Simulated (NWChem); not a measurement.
System: CH₄BFO; SMILES B(F)OC

```xyz
8

B     -0.6473    -0.7469     0.0000
H     -1.7019    -1.3452     0.0000
F      0.5091    -1.4312     0.0000
O     -0.6612     0.6031     0.0000
C      0.5240     1.3938     0.0000
H      1.4423     0.7722     0.0000
H      0.5229     2.0432    -0.8989
H      0.5229     2.0432     0.8989
```
Atoms are numbered in this order, from 1.

Computed with NWChem. Geometry optimised at PBE-D3(BJ)/def2-SVP; all other runs use it. Pople sets run with spherical d functions. Vzz has the sign of the potential's second derivative.

```json
[
 {"quantity": "orbital gap (eV)", "level": "MN15-L/6-31G*", "value": "8.67"},
 {"quantity": "vertical, lowest triplet (eV)", "level": "PBE0/6-31G*, TDA", "value": "7.39"},
 {"quantity": "first 1s excitation (eV), O K edge, unshifted", "level": "BHandHLYP/6-311G**, TDA", "value": "532.4"},
 {"quantity": "Vzz B1 (a.u.)", "level": "B3LYP/6-31G*", "value": "0.308"},
 {"quantity": "dipole (D)", "level": "PBE-D3(BJ)/def2-SVP", "value": "1.64"},
 {"quantity": "highest harmonic frequency (cm⁻¹)", "level": "PBE-D3(BJ)/def2-SVP", "value": "3069"}
]
```
